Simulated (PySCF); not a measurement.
Zinc: a sound run and one with changed settings

Sound run: Zn [Ar] 3d10 4s2, Zn⁺ [Ar] 3d10 4s1. Calculation: PySCF 2.14, in 6-31G* (5s4p2d1f, 34 functions); no relativity, point nucleus. In the sound run the correlated levels freeze [Ar]. The sound run starts from symmetry-adapted Hartree-Fock orbitals and uses a fine grid where one is needed.

Changed run: scalar relativity by spin-free X2C-1e. This setting is unsound on purpose.

```
species   method  sound run (hartree)  changed run (hartree)  converged
     Zn      UHF          -1777.48110            -1790.64923        yes
     Zn     TPSS          -1779.02482            -1792.19179        yes
     Zn    M06-L          -1778.96326            -1792.13196        yes
     Zn      MP2          -1777.72777            -1790.89588        yes
     Zn  CCSD(T)          -1777.72146            -1790.88961        yes
    Zn⁺      UHF          -1777.20913            -1790.37328        yes
    Zn⁺     TPSS          -1778.70977            -1791.87218        yes
    Zn⁺    M06-L          -1778.65268            -1791.81688        yes
    Zn⁺      MP2          -1777.42528            -1790.58920        yes
    Zn⁺  CCSD(T)          -1777.40969            -1790.57373        yes
```

Ionisation energy of Zn:

```json
{"method": "UHF", "sound run (eV)": "7.401", "changed run (eV)": "7.509"}
{"method": "TPSS", "sound run (eV)": "8.573", "changed run (eV)": "8.697"}
{"method": "M06-L", "sound run (eV)": "8.451", "changed run (eV)": "8.574"}
{"method": "MP2", "sound run (eV)": "8.231", "changed run (eV)": "8.345"}
{"method": "SCS-MP2", "sound run (eV)": "8.291", "changed run (eV)": "8.405"}
{"method": "CCSD", "sound run (eV)": "8.445", "changed run (eV)": "8.557"}
{"method": "CCSD(T)", "sound run (eV)": "8.484", "changed run (eV)": "8.595"}
```

Most of the change in total energy is the relativistic energy itself. On top of that the contraction fixes the core shape for the Hamiltonian it was made with, so the changed run is not a good calculation with the other Hamiltonian either.

For comparison, NIST gives 9.394 eV between the lowest levels.
